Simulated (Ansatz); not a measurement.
Level of theory: frozen-core CCSD(T)/cc-pVTZ (Ansatz, a program for electronic structure).

Ansatz 0.2 input:
```yaml
crystal:
  periodic: [false, false, false]
  atoms:
    - { symbol: Br, position_ang: [0.0, 0.0, 0.0] }
basis:
  gaussian: { orbitals: cc-pVTZ }
correlation:
  method: ccsd_t
magnetization:
  spin_polarized: true
  initial_magnetization: 1
```

Output:

```
Functional definition: HF
276 factors; integrals over basis functions are off by at most 1.8e-4 eV
mean field evaluation 1: about -69999.6032 eV, gradient 5.1e0 eV
mean field evaluation 2: about -69999.6036 eV, gradient 5.1e0 eV
mean field evaluation 4: about -69999.7946 eV, gradient 5.2e-1 eV
mean field evaluation 8: about -69999.7968 eV, gradient 1.1e-3 eV
mean field evaluation 16: about -69999.7950 eV, gradient 5.3e-1 eV
mean field evaluation 32: about -69999.7968 eV, gradient 4.2e-3 eV
mean field evaluation 64: about -69999.7968 eV, gradient 7.5e-4 eV
mean field -69999.79681619 eV, -2572.4450854287 hartree, gradient 4.6e-7 eV, S^2 0.758700; 4 other end points of the search recorded, 0 dependent functions left out
9 core orbitals not correlated
reference -69999.79681619 eV, -2572.4450854287 hartree; 9, 8 occupied and 25, 26 virtual orbitals, 276 factors
second order -5.28897282 eV of doubles, -0.00000000 eV of singles
cycle   1  -5.56230103 eV  change   -2.7e-1 eV  update   4.0e-2
cycle   2  -5.70632622 eV  change   -1.4e-1 eV  update   1.2e-2
cycle   3  -5.70906062 eV  change   -2.7e-3 eV  update   3.1e-3
cycle   4  -5.70984639 eV  change   -7.9e-4 eV  update   7.8e-4
cycle   5  -5.70970725 eV  change    1.4e-4 eV  update   1.6e-4
cycle   6  -5.70970002 eV  change    7.2e-6 eV  update   4.7e-5
cycle   7  -5.70971607 eV  change   -1.6e-5 eV  update   1.3e-5
perturbative correction -0.17067464 eV, -0.0062721772 hartree
Total energy: -70005.67720690 eV, -2572.6611858012 hartree
```

Cost: about 2.5 core-seconds (a rough figure).
